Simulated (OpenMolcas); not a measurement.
Mn3+ with 6 ligands (chloride) in octahedral coordination (Oh). A charge of +0.5 e stands 2.4 Å behind each ligand. Ligand basis ANO-RCC-VDZP.

| Property | Result |
| --- | --- |
| Program | OpenMolcas 26.06 |
| Method | CASSCF |
| Basis | ANO-RCC-VDZP [5s4p2d1f] |
| Scalar Hamiltonian | DKH2, point nucleus |
| Active space | 4 electrons in 5 orbitals (3d) |
| State averaging | 2S+1 = 5 even, 5 roots; 2S+1 = 3 even, 45 roots; 2S+1 = 1 even, 50 roots |
| Spin-orbit coupling | state interaction with AMFI integrals over the reference wave functions |

All ligands move together. At R = 2.36 Å the first state of the same spin is 10851 cm-1, and at R = 2.41 Å it is 9813 cm-1.

Q: A third run gives 8426 cm-1. What distance was it run at?

A: With a power law R^-n the two known points give n = -ln(9813 / 10851) / ln(2.41 / 2.36) = 4.80. Then R = 2.36 × (10851 / 8426)^(1/4.80) = 2.488 Å. The run was at 2.49 Å, so the estimate is off by -0.002 Å.

An orbital doublet at a regular site is open to a Jahn-Teller distortion, which this geometry leaves out. Without dynamic correlation the repulsion within the d shell is too large (B by tens of per cent), so at a given field states of lower spin stand too high. Ligand-to-metal charge-transfer states are missing. With no ligand orbital active B as a rule stays too high, so bands that hang on it stand too high and its fall with covalency is understated. With metal d orbitals alone and no dynamic correlation the field as a rule comes out too small, by tens of per cent, by up to half for chloride and softer ligands. No measured value stands beside these numbers; the geometry was imposed, not optimised, and the real ion may take another.
